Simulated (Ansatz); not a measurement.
A nudged elastic band was laid between two geometries of BFH$_{4}$SSi (8 atoms, charge 0, multiplicity 1).

Theory: RKS PBE0/def2-SVP in Ansatz 0.2.0.

```
movable images  : 9
climbing image  : yes
spring          : 5.0 eV/Å²
optimiser       : quadratic models (default)
start path      : through a guess of the saddle point
force threshold : 0.05 eV/Å
iteration limit : 60
end points      : relaxed
```

First end point:

```xyz
8
Properties=species:S:1:pos:R:3
B 0.248 1.672 -0.384
S 0.639 0.640 1.014
Si -0.185 -1.235 0.338
F 0.721 -2.418 0.977
H -0.291 1.234 -1.371
H 0.548 2.833 -0.284
H -1.568 -1.409 0.852
H -0.112 -1.317 -1.142
```

Last end point:

```xyz
8
Properties=species:S:1:pos:R:3
B 0.157 1.708 -0.076
S 1.091 0.348 -0.761
Si -0.072 -1.307 -0.030
F 0.266 -1.567 1.534
H -0.851 1.523 0.560
H 0.588 2.813 -0.287
H -1.521 -1.009 -0.140
H 0.341 -2.508 -0.800
```

(1) What changes between the two ends?

(2) What energy profile does the band end with?

Results:

(1) No bond is made or broken. The dihedral B1–S2–Si3–H7 goes from -95 to 41°.

(2) It converged. The highest image is number 0 of 0 to 10, 0.0 kJ/mol above the first end and 3.4 kJ/mol above the last; the last end lies 3.4 kJ/mol below the first. The highest image is an end point: on this band no image between the ends rises above it. Between wells the path still climbs a hump at image 5, 0.01 eV above the well before it.

```tsv
image	path coordinate (Å)	energy (kJ/mol)	dihedral B1–S2–Si3–H7 (°)
0	0.00	0.0	-95
1	0.39	-0.2	-81
2	0.78	-0.8	-69
3	1.16	-0.8	-56
4	1.55	-0.2	-43
5	1.94	0.0	-30
6	2.34	-0.6	-16
7	2.74	-1.5	-1
8	3.14	-2.5	13
9	3.54	-3.1	27
10	3.93	-3.4	41
```

Run time: 2.9 min on 1 thread of Intel(R) Xeon(R) Platinum 8375C CPU @ 2.90GHz (Ice Lake), on a shared host, peak memory 0.27 GiB.
